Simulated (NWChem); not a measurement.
All runs are NWChem calculations. System: cyclopentadiene (C5H6), charge 0, spin multiplicity 1, at a geometry optimised with B3LYP/def2-SVP. Level: CCSD(T)/3-21G, 5 core orbitals frozen.

The NWChem input:

```
start mol
memory heap 100 mb stack 700 mb global 1900 mb
geometry units angstroms nocenter noautoz
  C     -0.735020     0.000000    -0.993310
  C     -1.181027     0.000000     0.283951
  C      0.000000     0.000000     1.216542
  C      1.181027     0.000000     0.283951
  C      0.735020     0.000000    -0.993310
  H     -1.354661     0.000000    -1.892331
  H     -2.221441     0.000000     0.612409
  H      0.000000    -0.881808     1.886455
  H      0.000000     0.881808     1.886455
  H      2.221441     0.000000     0.612409
  H      1.354661     0.000000    -1.892331
  symmetry group C2v
end
basis spherical
  * library 3-21g
end
scf
  rhf
  nopen 0
  maxiter 100
  thresh 1e-7
  semidirect memsize 60000000 filesize 0
end
ccsd
  freeze core 5
  maxiter 60
end
task ccsd(t) energy
```

Part of the output:

```
             Northwest Computational Chemistry Package (NWChem) 7.3.0
             --------------------------------------------------------

                                NWChem Input Module
                                -------------------

 Scaling coordinates for geometry "geometry" by  1.889725989
 (inverse scale =  0.529177249)

 Turning off AUTOSYM since
 SYMMETRY directive was detected!

                             Geometry "geometry" -> ""
                             -------------------------

 Output coordinates in angstroms (scale by  1.889725989 to convert to a.u.)

  No.       Tag          Charge          X              Y              Z
 ---- ---------------- ---------- -------------- -------------- --------------
    1 C                    6.0000    -0.73502000     0.00000000    -0.99331000
    2 C                    6.0000    -1.18102700     0.00000000     0.28395100
    3 C                    6.0000     0.00000000     0.00000000     1.21654200
    4 C                    6.0000     1.18102700     0.00000000     0.28395100
    5 C                    6.0000     0.73502000     0.00000000    -0.99331000
    6 H                    1.0000    -1.35466100     0.00000000    -1.89233100
    7 H                    1.0000    -2.22144100     0.00000000     0.61240900
    8 H                    1.0000     0.00000000    -0.88180800     1.88645500
    9 H                    1.0000     0.00000000     0.88180800     1.88645500
   10 H                    1.0000     2.22144100     0.00000000     0.61240900
   11 H                    1.0000     1.35466100     0.00000000    -1.89233100

 Effective nuclear repulsion energy (a.u.)     156.1428423222

            Nuclear Dipole moment (a.u.)
            ----------------------------
        X                 Y               Z
 ---------------- ---------------- ----------------
    -0.0000000000     0.0000000000     0.0000188973

      Symmetry information
      --------------------

 Group name             C2v
 Group number             16
 Group order               4
 No. of unique centers     6

      Symmetry unique atoms

     1    2    3    6    7    8


 Summary of "ao basis" -> "" (spherical)
 ------------------------------------------------------------------------------
       Tag                 Description            Shells   Functions and Types
 ---------------- ------------------------------  ------  ---------------------
 *                           3-21g                    on all atoms

 Summary of "ao basis" -> "ao basis" (spherical)
 ------------------------------------------------------------------------------
       Tag                 Description            Shells   Functions and Types
 ---------------- ------------------------------  ------  ---------------------
 C                           3-21g                   5        9   3s2p
 H                           3-21g                   2        2   2s

                                 NWChem SCF Module
                                 -----------------

  ao basis        = "ao basis"
  functions       =    57
  atoms           =    11
  closed shells   =    18
  open shells     =     0
  charge          =   0.00
  wavefunction    = RHF
  use symmetry    = T
  symmetry adapt  = T

 Summary of "ao basis" -> "ao basis" (spherical)
 ------------------------------------------------------------------------------
       Tag                 Description            Shells   Functions and Types
 ---------------- ------------------------------  ------  ---------------------
[...]
 Same spin scaling factor:                1.130000000000000
 Opposite spin contribution:             -0.396983870802875
 Opposite spin scaling fact.:             1.270000000000000
 SCS-CCSD correlation energy:            -0.604446049136043
 Total SCS-CCSD energy:                -192.318029274191417
 memory            104851260

*********triples calculation*********

nkpass=    1; nvpass=    1; memdrv=         129831; memtrn=         277761; memavail=      104850740
 memory available/node                      104850740
 total number of virtual orbitals        39
 number of virtuals per integral pass    39
 number of integral evaluations           1
 number of occupied per triples pass     13
 number of triples passes                 1

 commencing integral evaluation        1 at          36.30
  symmetry use  T
task         7 out of       703 done   0%  at       0.0 secs
task        37 out of       703 done   5%  at       0.0 secs
task        71 out of       703 done  10%  at       0.1 secs
task       106 out of       703 done  15%  at       0.1 secs
task       175 out of       703 done  24%  at       0.2 secs
task       176 out of       703 done  25%  at       0.2 secs
task       211 out of       703 done  30%  at       0.2 secs
task       247 out of       703 done  35%  at       0.2 secs
task       282 out of       703 done  40%  at       0.3 secs
task       320 out of       703 done  45%  at       0.3 secs
task       352 out of       703 done  50%  at       0.4 secs
task       399 out of       703 done  56%  at       0.4 secs
task       426 out of       703 done  60%  at       0.4 secs
task       457 out of       703 done  65%  at       0.4 secs
task       494 out of       703 done  70%  at       0.4 secs
task       528 out of       703 done  75%  at       0.5 secs
task       566 out of       703 done  80%  at       0.5 secs
task       599 out of       703 done  85%  at       0.5 secs
task       633 out of       703 done  90%  at       0.6 secs
task       668 out of       703 done  95%  at       0.6 secs
task       703 out of       703 done 100%  at       0.6 secs
 commencing triples evaluation - blocking       1
 ccsd(t): done        1 out of       39 progress:    2.6%
 ccsd(t): done        2 out of       39 progress:    5.1%
 ccsd(t): done        3 out of       39 progress:    7.7%
 ccsd(t): done        4 out of       39 progress:   10.3%
 ccsd(t): done        5 out of       39 progress:   12.8%
 ccsd(t): done        6 out of       39 progress:   15.4%
 ccsd(t): done        7 out of       39 progress:   17.9%
 ccsd(t): done        8 out of       39 progress:   20.5%
 ccsd(t): done        9 out of       39 progress:   23.1%
 ccsd(t): done       10 out of       39 progress:   25.6%
 ccsd(t): done       11 out of       39 progress:   28.2%
 ccsd(t): done       12 out of       39 progress:   30.8%
 ccsd(t): done       13 out of       39 progress:   33.3%
 ccsd(t): done       14 out of       39 progress:   35.9%
 ccsd(t): done       15 out of       39 progress:   38.5%
 ccsd(t): done       16 out of       39 progress:   41.0%
 ccsd(t): done       17 out of       39 progress:   43.6%
 ccsd(t): done       18 out of       39 progress:   46.2%
 ccsd(t): done       19 out of       39 progress:   48.7%
 ccsd(t): done       20 out of       39 progress:   51.3%
 ccsd(t): done       21 out of       39 progress:   53.8%
 ccsd(t): done       22 out of       39 progress:   56.4%
 ccsd(t): done       23 out of       39 progress:   59.0%
 ccsd(t): done       24 out of       39 progress:   61.5%
 ccsd(t): done       25 out of       39 progress:   64.1%
 ccsd(t): done       26 out of       39 progress:   66.7%
 ccsd(t): done       27 out of       39 progress:   69.2%
 ccsd(t): done       28 out of       39 progress:   71.8%
 ccsd(t): done       29 out of       39 progress:   74.4%
 ccsd(t): done       30 out of       39 progress:   76.9%
 ccsd(t): done       31 out of       39 progress:   79.5%
 ccsd(t): done       32 out of       39 progress:   82.1%
 ccsd(t): done       33 out of       39 progress:   84.6%
 ccsd(t): done       34 out of       39 progress:   87.2%
 ccsd(t): done       35 out of       39 progress:   89.7%
 ccsd(t): done       36 out of       39 progress:   92.3%
 ccsd(t): done       37 out of       39 progress:   94.9%
 ccsd(t): done       38 out of       39 progress:   97.4%
 ccsd(t): done       39 out of       39 progress:  100.0%
 Time for integral evaluation pass     1        0.65
 Time for triples evaluation pass      1        2.25

 pseudo-e(mp4)  -0.17823970596767E-01
 pseudo-e(mp5)   0.69511620357508E-03
        e(t)    -0.17128854393192E-01

 --------------
 CCSD(T) Energy
 --------------
 Reference energy:                    -191.713583225055373

 CCSD corr. energy:                     -0.485724165684638
 T(CCSD) corr. energy:                  -0.017823970596767
 Total CCSD+T(CCSD) energy:           -192.217131361336783

 CCSD corr. energy:                     -0.485724165684638
 (T) corr. energy:                      -0.017128854393192
 Total CCSD(T) energy:                -192.216436245133195

 routine      calls  cpu(0)   cpu-min  cpu-ave  cpu-max   i/o
 aoccsd          1     0.01     0.01     0.01     0.01    0.00
 iterdrv         1     0.02     0.02     0.02     0.02    0.00
 pampt          12     0.09     0.09     0.09     0.09    0.00
 t2pm           12     0.16     0.16     0.16     0.16    0.00
 sxy            12     0.84     0.84     0.84     0.84    0.00
 ints      5822412    24.48    24.48    24.48    24.48    0.00
 t2eri        8436     6.25     6.25     6.25     6.25    0.00
 idx2         8436     1.08     1.08     1.08     1.08    0.00
 idx34          12     0.11     0.11     0.11     0.11    0.00
 ht2pm          12     0.21     0.21     0.21     0.21    0.00
 itm            12     0.97     0.97     0.97     0.97    0.00
 pdiis          12     0.02     0.02     0.02     0.02    0.00
 triples         1     0.00     0.00     0.00     0.00    0.00
 rdtrpo          1     0.01     0.01     0.01     0.01    0.00
 trpmos          1     0.65     0.65     0.65     0.65    0.00
 trpdrv          1     0.32     0.32     0.32     0.32    0.00
 dovvv       92274     0.74     0.74     0.74     0.74    0.00
 doooo       92274     0.30     0.30     0.30     0.30    0.00
 tengy       85683     0.82     0.82     0.82     0.82    0.00
 Total                37.07    37.07    37.07    37.07    0.00

 Task  times  cpu:       39.5s     wall:       39.5s

 Total times  cpu:       39.6s     wall:       39.6s
```
